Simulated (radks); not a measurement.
The numbers below are computed, except where a source is named.
Task: Ionisation of neutral lithium, [He] 2s1, to Li+, [He], under several functionals. Scalar-relativistic Kohn-Sham, spin-polarised, spherical densities, finite nucleus; open shells are filled with parallel spins first; a radial shooting solver on a logarithmic mesh with Libxc functionals. Known Delta-SCF values: BP86 5.566 eV; LDA (Slater exchange, Perdew-Wang correlation) 5.473 eV. What does Wu-Cohen GGA give, and what is its highest occupied eigenvalue?

Result: 5.500 eV by Delta-SCF; the 2s eigenvalue is -3.180 eV. NIST: 5.392 eV (measured).
